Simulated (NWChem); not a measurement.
All runs are NWChem calculations. System: H₆NSi₂, charge 0, spin multiplicity 2, at a geometry optimised with UB3LYP/def2-SVP. The structure started from a generated list of species. Its SCF solution wasn't tested for a lower state. Level: ROCCSD(T)/cc-pVDZ, 11 core orbitals frozen.

The NWChem input:

```
start mol
memory heap 100 mb stack 700 mb global 1900 mb
geometry units angstroms nocenter noautoz noautosym
  Si     1.564071    -0.390647    -0.334887
  N      0.164605     0.568394     0.107195
  Si    -1.527330     0.117715     0.188530
  H      1.290848    -1.803450     0.082392
  H      2.760094     0.145451     0.398896
  H      0.344668     1.571424     0.152657
  H     -1.590270    -1.365585     0.292912
  H     -2.306454     0.549882    -1.012083
  H     -2.165505     0.744583     1.383851
end
basis spherical
  * library cc-pvdz
end
scf
  rohf
  nopen 1
  maxiter 100
  thresh 1e-7
  semidirect memsize 60000000 filesize 0
  # guess.movecs holds the orbitals of an unrestricted PBE0 run
  vectors input guess.movecs output mol.movecs
end
tce
  freeze core 11
  ccsd(t)
  2eorb
  2emet 13
  thresh 1e-6
  maxiter 100
  tilesize 24
end
task tce energy
```

Output (cleaned and shortened):

```
             Northwest Computational Chemistry Package (NWChem) 7.3.0
             --------------------------------------------------------

                                NWChem Input Module
                                -------------------

 Scaling coordinates for geometry "geometry" by  1.889725989
 (inverse scale =  0.529177249)

                             Geometry "geometry" -> ""
                             -------------------------

 Output coordinates in angstroms (scale by  1.889725989 to convert to a.u.)

  No.       Tag          Charge          X              Y              Z
 ---- ---------------- ---------- -------------- -------------- --------------
    1 Si                  14.0000     1.56407100    -0.39064700    -0.33488700
    2 N                    7.0000     0.16460500     0.56839400     0.10719500
    3 Si                  14.0000    -1.52733000     0.11771500     0.18853000
    4 H                    1.0000     1.29084800    -1.80345000     0.08239200
    5 H                    1.0000     2.76009400     0.14545100     0.39889600
    6 H                    1.0000     0.34466800     1.57142400     0.15265700
    7 H                    1.0000    -1.59027000    -1.36558500     0.29291200
    8 H                    1.0000    -2.30645400     0.54988200    -1.01208300
    9 H                    1.0000    -2.16550500     0.74458300     1.38385100

 Effective nuclear repulsion energy (a.u.)     145.5928964375

            Nuclear Dipole moment (a.u.)
            ----------------------------
        X                 Y               Z
 ---------------- ---------------- ----------------
    -0.0000188973     0.0000283459    -0.0000151178


 Summary of "ao basis" -> "" (spherical)
 ------------------------------------------------------------------------------
       Tag                 Description            Shells   Functions and Types
 ---------------- ------------------------------  ------  ---------------------
 *                          cc-pvdz                   on all atoms

 Summary of "ao basis" -> "ao basis" (spherical)
 ------------------------------------------------------------------------------
[...]
       Number of AO shells :    40
        Use of symmetry is : off
      Symmetry adaption is : off
         Schwarz screening : 0.10D-09

          Correlation Information
          -----------------------
          Calculation type : Coupled-cluster singles & doubles w/ perturbation
   Perturbative correction : (T)
            Max iterations :      100
        Residual threshold : 0.10D-05
     T(0) DIIS level shift : 0.00D+00
     L(0) DIIS level shift : 0.00D+00
     T(1) DIIS level shift : 0.00D+00
     L(1) DIIS level shift : 0.00D+00
     T(R) DIIS level shift : 0.00D+00
     T(I) DIIS level shift : 0.00D+00
   CC-T/L Amplitude update :  5-th order DIIS
                I/O scheme : Global Array Library
        L-threshold :  0.10D-05
        EOM-threshold :  0.10D-05
 no EOMCCSD initial starts read in
 TCE RESTART OPTIONS
 SLICE:      F
 D4D5:       F
 quantumc:   F
 qrotation:  F
 pwtce:      F
 qducc:      F
 nacto:                         0
 nrotv:                         0
 nrot:                          0

            Memory Information
            ------------------
          Available GA space size is     249024000 doubles
          Available MA space size is     104845092 doubles

 Maximum block size supplied by input
 Maximum block size        24 doubles

 tile_dim =     20

 -------------------------------------------------

 Global array virtual files algorithm will be used

 Parallel file system coherency ......... OK

 4-electron integrals stored in orbital form

 v2    file size   =          5006485
 4-index algorithm nr.  13 is used
 imaxsize =       30
 imaxsize ichop =        0


CCSD iterations
 ---------------------------------------------------------
 Iter          Residuum       Correlation     Cpu    Wall
 ---------------------------------------------------------
    1   0.1716103809471  -0.3638584922271     0.8     0.8
    2   0.0472515814038  -0.3963852429909     0.8     0.8
    3   0.0173385502247  -0.4065502929146     0.8     0.8
    4   0.0068430191853  -0.4092094460032     1.0     1.0
    5   0.0041341425850  -0.4100965454599     1.0     1.0
    6   0.0015153513199  -0.4106200430203     1.0     1.0
    7   0.0009087763000  -0.4107290208497     1.0     1.0
    8   0.0004286511524  -0.4107283613750     1.1     1.1
    9   0.0003643011861  -0.4107396875098     0.9     0.9
   10   0.0001669067014  -0.4107490395776     0.7     0.7
   11   0.0000511265803  -0.4107576579483     0.8     0.8
   12   0.0000332100532  -0.4107615755030     0.8     0.8
   13   0.0000175745827  -0.4107624381126     0.7     0.7
   14   0.0000164580281  -0.4107620337388     0.9     0.9
   15   0.0000097439468  -0.4107624513967     0.8     0.8
   16   0.0000024106337  -0.4107621070644     0.7     0.7
   17   0.0000014171731  -0.4107622663027     0.8     0.8
   18   0.0000007821804  -0.4107622904588     0.8     0.8
 -----------------------------------------------------------------
 Iterations converged
 CCSD correlation energy / hartree =        -0.410762290458773
 CCSD total energy / hartree       =      -636.209906169343412

 Singles contributions

 Doubles contributions
 CCSD(T)
 Using plain CCSD(T) code
             total no. of tasks          192
 total no. of tasks / no. procs          192
                         wl_min          729           3.0
                         wl_max      5832000          13.4
        thresh for no. of tasks          192

 CCSD[T]  correction energy / hartree =        -0.011269990956916
 CCSD[T] correlation energy / hartree =        -0.422032281415689
 CCSD[T] total energy / hartree       =      -636.221176160300274
 CCSD(T)  correction energy / hartree =        -0.010736868265014
 CCSD(T) correlation energy / hartree =        -0.421499158723787
 CCSD(T) total energy / hartree       =      -636.220643037608397

 Task  times  cpu:       93.8s     wall:       93.8s

 Total times  cpu:       93.8s     wall:       93.8s
```
